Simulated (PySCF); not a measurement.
C4H4BrCl, SMILES C1(Br)=C(Cl)CC1. Geometry: PBE-D3(BJ)/def2-SVP.

Computed equilibrium geometry at PBE-D3(BJ)/def2-SVP (PySCF confirms it by a frequency run) as Cartesian coordinates in Å, and its point group:
point group Cs.
```xyz
10

Cl    -1.4210    -1.9860     0.0000
C      0.1251    -1.2514     0.0000
C      0.5662     0.0310     0.0000
Br    -0.2870     1.6934     0.0000
C      2.0298    -0.3578     0.0000
C      1.5187    -1.8436     0.0000
H      2.5977    -0.0625     0.9061
H      2.5977    -0.0625    -0.9061
H      1.7835    -2.4261    -0.9066
H      1.7835    -2.4261     0.9066
```
Charge 0, spin multiplicity 1.
